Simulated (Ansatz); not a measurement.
Harmonic frequencies (cm⁻¹) at PBE0-D4/def2-TZVP from Ansatz: 50, 90, 174, 212, 321, 445, 497, 699, 825, 882, 932, 942, 984, 1067, 1094, 1144, 1292, 1367, 2204, 2205, 2226, 2552, 2576, 2674.

Each molecule was computed in one conformer, which needn't be the lowest.

**Question.** Which molecule is it?
A. `B[SiH2]BO`
B. `OBB[SiH3]`
C. `BO[SiH2]B`
D. `BOB[SiH3]`

**Answer.** D.
